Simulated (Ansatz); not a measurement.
A structure relaxed at PBE0-D4/def2-TZVP, charge 0, multiplicity 1:

```xyz
12

F    -1.0331    2.4165   -1.7520
Ga   -1.2418    0.7630   -1.2545
F    -2.5922   -0.0667   -1.9583
N    -0.0772    0.0346   -0.0745
Si   -0.2581   -1.6151    0.4616
Si    1.2463    0.9922    0.5429
H     0.9397   -2.4153    0.0958
H    -1.4614   -2.1839   -0.1945
H    -0.4195   -1.6651    1.9383
H     2.0349    0.0994    1.4330
H     0.7525    2.1557    1.3219
H     2.1098    1.4846   -0.5597
```

Task: Give its formula and SMILES.

Result: F2GaH6NSi2, `[F][Ga]([F])[N]([SiH3])[SiH3]`.

Task: Point group (tolerance 0.08 Å, 0.16 Å for H)?

Result: Cs.

Task: Summarise the bond lengths by kind.

Result: 2 × F–Ga 1.734 to 1.739 Å; 1 × Ga–N 1.811 Å; 2 × N–Si 1.744 to 1.746 Å; 6 × H–Si 1.484 to 1.487 Å.

Results of the Gaussian-basis code of Ansatz.
